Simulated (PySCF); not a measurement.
**Radial density of Mo²⁺ (molybdenum, charge +2)**

PBE0, [Kr] 4d4, high-spin 5D determinant. Computed with PySCF 2.14 in cc-pVTZ-PP with ECP28MDF (5s5p4d2f1g, 63 functions), with a scalar-relativistic core potential. This is the valence pseudo-density: the core potential removes the inner electrons and smooths the orbitals near the nucleus.

```
r (bohr)  4πr²ρ (e/bohr)  4πr²(ρα − ρβ)
  0.0347       1.790e-05         0.0000
  0.0584       4.567e-05         0.0000
  0.0983       0.0001684         0.0000
   0.165        0.001456         0.0004
   0.278         0.02387         0.0062
   0.468          0.6580         0.1056
   0.787           7.343         1.0608
    1.32           9.298         2.6486
    2.23           1.910         1.2975
    3.74          0.1137         0.1100
    6.30       0.0007046         0.0007
```

Energies and moments cover only the electrons outside the core potential.
